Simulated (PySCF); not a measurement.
# Co: excitation energy

Co [Ar] 3d7 4s2 (4F) → Co [Ar] 3d8 4s1 (4F), as a difference of total energies. All numbers are calculated (PySCF 2.14, the non-relativistic Hamiltonian (point nucleus), in aug-cc-pVDZ (7s6p4d2f, 59 functions)). Correlated levels: valence: [Ar] frozen. The calculations carry no spin-orbit coupling.

```json
{"method": "UHF", "excitation energy (cm⁻¹)": "13000", "difference from reference (cm⁻¹)": "+9635"}
{"method": "LDA", "excitation energy (cm⁻¹)": "-4347.3", "difference from reference (cm⁻¹)": "-7712"}
{"method": "PBE", "excitation energy (cm⁻¹)": "-3626.9", "difference from reference (cm⁻¹)": "-6991"}
{"method": "PBE0", "excitation energy (cm⁻¹)": "9.0212", "difference from reference (cm⁻¹)": "-3356"}
{"method": "r2SCAN", "excitation energy (cm⁻¹)": "-2211.9", "difference from reference (cm⁻¹)": "-5576"}
{"method": "B3LYP", "excitation energy (cm⁻¹)": "268.55", "difference from reference (cm⁻¹)": "-3096"}
{"method": "B2PLYP", "excitation energy (cm⁻¹)": "1115.3", "difference from reference (cm⁻¹)": "-2249"}
{"method": "PBEsol", "excitation energy (cm⁻¹)": "-4197.2", "difference from reference (cm⁻¹)": "-7562"}
{"method": "MN15", "excitation energy (cm⁻¹)": "-3373.6", "difference from reference (cm⁻¹)": "-6738"}
{"method": "MP2 (valence)", "excitation energy (cm⁻¹)": "29.065", "difference from reference (cm⁻¹)": "-3335"}
{"method": "SCS-MP2 (valence)", "excitation energy (cm⁻¹)": "2087.8", "difference from reference (cm⁻¹)": "-1277"}
```

Reference: 3364.5 cm⁻¹ (measured; NIST levels, between the centres of gravity of the two terms).

These non-relativistic numbers lack the scalar-relativistic shift.

Errors of the correlated levels include the incompleteness of this basis and the frozen core.
